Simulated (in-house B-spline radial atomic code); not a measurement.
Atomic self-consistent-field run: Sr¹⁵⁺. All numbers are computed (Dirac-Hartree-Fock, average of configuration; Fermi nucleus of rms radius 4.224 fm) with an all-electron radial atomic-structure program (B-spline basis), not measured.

Command:
```bash
python run_scf.py task.json out
```
Settings (nuclear radius in fm, mass in u):
```
Z                38
configuration    [Ar] 3d5
hamiltonian      dirac
method           hf
spin_polarised   False
nucleus          fermi
rms_radius       4.224
atomic_mass      87.90561
speed_of_light   137.035999084
```

Output (hartree, bohr):
```
 radial grid: 61 intervals, B-splines of order 8, outer radius 4.3949 bohr

 iter        energy (Eh)    residual
    1       -3044.989216    1.69e+00
    2       -3070.322714    4.36e-01
    3       -3071.597956    1.66e-01
    4       -3071.795424    6.40e-02
    5       -3071.828526    1.43e-02
    6       -3071.830399    3.07e-04
    7       -3071.830400    5.43e-06
    8       -3071.830400    4.78e-07
    9       -3071.830400    3.80e-08

 total energy                     -3071.83040
 kinetic                            3168.5378
 electron-nucleus                  -7034.2580
 electron-electron                   793.8897

 first-order corrections (not in the total)
   Gaunt                             1.8732
   retardation                      -0.1803
   frequency dependence             -0.0099
   self-energy                       1.2769
   Uehling                          -0.1363
   Wichmann-Kroll                    0.0017
   recoil                            0.0141

 orbital      occ     eigenvalue          <r>       <r^2>       <1/r>       r_max    small
 1s1/2      2.000      -612.4542    0.0391503   0.0020659     38.9977     0.02554  1.91e-02
 2s1/2      2.000       -99.8203     0.171136   0.0345615     8.83561      0.1448  3.88e-03
 2p1/2      2.000       -92.0988     0.146905   0.0264438     8.76865      0.1136  3.85e-03
 2p3/2      4.000       -89.5551     0.150969   0.0277997     8.43393      0.1171  3.75e-03
 3s1/2      2.000       -28.4689     0.462993    0.244383     3.12937      0.4219  1.10e-03
 3p1/2      2.000       -25.5298     0.456149    0.240595     3.03495      0.4089  1.06e-03
 3p3/2      4.000       -25.0619     0.463956    0.248661     2.95897      0.4164  1.03e-03
 3d3/2      2.000       -20.5978     0.429939     0.21777     2.81329      0.3482  9.46e-04
 3d5/2      3.000       -20.5109     0.432322    0.220034     2.79407      0.3502  9.39e-04

 Slater integrals (Eh)
   F0(3p1/2,3p1/2)               1.972538
   F0(3p1/2,3p3/2)               1.955453
   G2(3p1/2,3p3/2)               0.987726
   F0(3p1/2,3d3/2)               2.022244
   G1(3p1/2,3d3/2)               1.136406
   F0(3p1/2,3d5/2)               2.017278
   G3(3p1/2,3d5/2)               0.731249
   F0(3p3/2,3p3/2)               1.938946
   F2(3p3/2,3p3/2)               0.982445
   F0(3p3/2,3d3/2)               2.002848
   F2(3p3/2,3d3/2)               0.973597
   G1(3p3/2,3d3/2)               1.108354
   G3(3p3/2,3d3/2)               0.716413
   F0(3p3/2,3d5/2)               1.998044
   F2(3p3/2,3d5/2)               0.973458
   G1(3p3/2,3d5/2)               1.111128
   G3(3p3/2,3d5/2)               0.718187
   F0(3d3/2,3d3/2)               2.108930
   F2(3d3/2,3d3/2)               1.060076
   F0(3d3/2,3d5/2)               2.103052
   F2(3d3/2,3d5/2)               1.057890
   G2(3d3/2,3d5/2)               1.054446
   G4(3d3/2,3d5/2)               0.675209
   F0(3d5/2,3d5/2)               2.097237
   (list cut)
```


For the Dirac Hamiltonian the kinetic term is c α·p + (β - 1)c².
